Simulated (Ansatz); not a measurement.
`[NH2][AlH][SiH2]O` + `BO` → `B[O][AlH][NH2]` + `O[SiH3]`  (cleavage of the Al–Si bond)

Calculated with Ansatz (gas phase, PBE0-D4/def2-TZVP geometries, no zero-point term in ΔE). CBS: MP2 limit from def2 TZ/QZ plus the TZ coupled-cluster correction, frozen cores. This one scheme is used for every species. DFT in def2-TZVPP. One conformer a species, not always the lowest.

```json
{"level": "PBE-D4", "ΔE (kcal/mol)": "-28.3"}
{"level": "BLYP", "ΔE (kcal/mol)": "-34.1"}
{"level": "r2SCAN", "ΔE (kcal/mol)": "-34.4"}
{"level": "r2SCAN0", "ΔE (kcal/mol)": "-35.3"}
{"level": "RPA@PBE/def2-TZVPP", "ΔE (kcal/mol)": "-34.1"}
{"level": "MP2/def2-TZVPP", "ΔE (kcal/mol)": "-37.4"}
{"level": "MP2/def2-QZVPP", "ΔE (kcal/mol)": "-37.6"}
{"level": "SCS-MP2/def2-QZVPP", "ΔE (kcal/mol)": "-38.2"}
```

Q: What does CCSD(T)/CBS give? (Best estimate.)

A: Ansatz gave: -35.0 kcal/mol. The listed levels differ from it by 6.7, 0.9, 0.6, -0.3, 0.9, -2.4, -2.6, -3.2 kcal/mol.

Largest T1 diagnostic among the species: 0.014.

From BLYP to BHLYP (50 % exact exchange), in def2-TZVPP and without D4, ΔE moves by −4.3 kcal/mol. Leaving LDA and LC-ωPBE aside and taking each functional with its dispersion term where it has one, the values, not all of them listed here, spread over 9.5 kcal/mol, from BHLYP-D4 to PBE-D4. In def2-TZVPP, CCSD(T) changes the Hartree–Fock value by +6.5 kcal/mol (the triples alone add +1.0 kcal/mol) and MP2 by +4.0 kcal/mol.
